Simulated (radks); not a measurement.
Dy XXX, 37 electrons, occupied as [Kr] 4d1 (the NIST ground configuration).

Method: Dirac Kohn-Sham, relativistic LDA (MacDonald-Vosko exchange, VWN5 correlation), spin-unpolarised, spherical densities, finite nucleus; open shells fill j = l - 1/2 first; Fermi nuclear charge, rms radius 5.2218 fm; computed with a radial shooting solver on a logarithmic mesh with Libxc functionals.

Energy parts (hartree):
part                       energy
total                 -11716.2757
kinetic                12848.5590
electron-nucleus      -27392.7525
Hartree                 3022.9281
exchange-correlation    -195.0103

Orbitals (lengths in bohr, moments of r in powers of bohr; r(90%) holds 90 % of the orbital's charge):
orbital	occ.	eigenvalue (hartree)	r(90%)	<r^4>	<r>	<1/r>	small-component weight
1s1/2	2	-1994.884	0.0384	1.008e-06	0.02121	74.22	6.03e-02
2s1/2	2	-364.5374	0.139	0.0001569	0.08949	17.80	1.34e-02
2p1/2	2	-348.9885	0.123	0.00009628	0.07456	17.78	1.35e-02
2p3/2	4	-319.9062	0.132	0.0001284	0.08157	15.59	1.24e-02
3s1/2	2	-109.7735	0.342	0.005777	0.2328	6.568	4.37e-03
3p1/2	2	-103.0014	0.333	0.005165	0.2221	6.490	4.32e-03
3p3/2	4	-96.82225	0.351	0.006356	0.2349	5.932	4.03e-03
3d3/2	4	-85.22804	0.322	0.004411	0.2068	5.818	3.91e-03
3d5/2	6	-83.86007	0.327	0.004701	0.2108	5.680	3.83e-03
4s1/2	2	-47.40454	0.686	0.09668	0.4841	3.046	1.73e-03
4p1/2	2	-44.59803	0.693	0.09951	0.4839	2.976	1.68e-03
4p3/2	4	-42.78890	0.720	0.1162	0.5038	2.795	1.60e-03
4d3/2	1	-38.14945	0.727	0.1182	0.4983	2.672	1.48e-03
4d5/2	0	-37.76425	0.734	0.1233	0.5040	2.629	1.46e-03

The highest occupied level is 4d3/2 at -1038.1 eV. The electron density at the nucleus is 7.312e+05 e/bohr^3. For comparison, the ionisation energy in NIST's Atomic Spectra Database is 1059 eV (theoretical). In exact Kohn-Sham theory the highest level is minus the ionisation energy, but local and semilocal functionals leave it too shallow, through self-interaction and a potential that decays too fast; potentials with the right tail come closer. The density falls to 0.001 e/bohr^3 at r = 1.25 bohr.

Beside tabulated values, note that spin-unpolarised runs miss the spin-polarisation part of the exchange energy of open shells.
